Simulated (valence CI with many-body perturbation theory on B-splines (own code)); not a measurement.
The numbers below are computed, except where a source is named.
# Ladder of approximations for Rb XXXII

Method: configuration interaction combined with many-body perturbation theory (CI+MBPT): four valence electrons over a frozen Dirac-Fock core [He], radial functions for each j: 11 s, 11 p, 9 d, 7 f, 5 g, 2 h, 1 i, with the one-electron correlation potential Σ1, the two-electron term Σ2, the three-electron term Σ3, Breit, model QED; selected CI, second order for the rest (own B-spline code, finite nucleus).

No measured spectrum was set against this ion. As an estimate, large intervals hold to a few tenths of a per cent, small ones and those within an open d or f shell to about a per cent. Among the levels kept, up to 280 cm⁻¹ of a level comes from second order outside the variational space, and about a tenth of that is noise between levels of different J, which matters for small intervals.

Each rung adds one term. CI alone is the Dirac-Coulomb CI over the frozen core; QED comes last and gives the full result, which names the levels. Energies are above (2s^2 2p1/2^2) J=0 on the same rung, in Ry.

Levels are named by their leading jj configuration (3d3/2^4 stands for four electrons in 3d with j = 3/2), which in mixed levels can hold well under half, so a name can repeat and another be missing. Letters in brackets count levels of one name in rising energy.

| Level | CI alone |
| --- | --- |
| (2s^2 2p1/2 2p3/2) J=1 | 4.231 |
| (2s^2 2p1/2 2p3/2) J=2 | 5.076 |
| (2s^2 2p3/2^2) J=2 | 9.829 |
| (2s^2 2p3/2^2) J=0 | 11.574 |
| (2s 2p1/2^2 2p3/2) J=2 | 11.781 |
| (2s 2p1/2^2 2p3/2) J=1 | 15.033 |
| (2s 2p1/2 2p3/2^2) J=2 [a] | 16.530 |
| (2s 2p1/2 2p3/2^2) J=3 | 17.946 |
| (2s 2p1/2 2p3/2^2) J=0 | 19.408 |
| (2s 2p1/2 2p3/2^2) J=1 [a] | 19.916 |
| (2s 2p1/2 2p3/2^2) J=2 [b] | 20.595 |
| (2s 2p1/2 2p3/2^2) J=1 [b] | 21.266 |
| (2s 2p3/2^3) J=2 | 24.359 |
| (2s 2p3/2^3) J=1 | 26.845 |
| (2p1/2^2 2p3/2^2) J=2 | 29.793 |
| (2p1/2^2 2p3/2^2) J=0 | 31.644 |

Task: What do these energies become with core correlation, Breit and QED?

Result: (2s^2 2p1/2 2p3/2) J=1 4.135 (-0.0964); (2s^2 2p1/2 2p3/2) J=2 4.910 (-0.1667); (2s^2 2p3/2^2) J=2 9.600 (-0.2291); (2s^2 2p3/2^2) J=0 11.416 (-0.1583); (2s 2p1/2^2 2p3/2) J=2 11.594 (-0.1868); (2s 2p1/2^2 2p3/2) J=1 14.882 (-0.1515); (2s 2p1/2 2p3/2^2) J=2 [a] 16.314 (-0.2161); (2s 2p1/2 2p3/2^2) J=3 17.612 (-0.3346); (2s 2p1/2 2p3/2^2) J=0 19.220 (-0.1878); (2s 2p1/2 2p3/2^2) J=1 [a] 19.677 (-0.2389); (2s 2p1/2 2p3/2^2) J=2 [b] 20.290 (-0.3049); (2s 2p1/2 2p3/2^2) J=1 [b] 21.023 (-0.2428); (2s 2p3/2^3) J=2 24.022 (-0.3369); (2s 2p3/2^3) J=1 26.507 (-0.3386); (2p1/2^2 2p3/2^2) J=2 29.484 (-0.3085); (2p1/2^2 2p3/2^2) J=0 31.400 (-0.2439).

Task: How does the ionisation energy move along the ladder, and which term matters most?

Result: CI alone 3824.8, + Σ1 3825.1, + Σ2 3825.1, + Σ3 3825.0, + Breit 3821.3, + QED 3821.5 eV. The largest step is Breit, -3.7 eV. NIST lists 3815 ± 4 eV (semi-empirical).
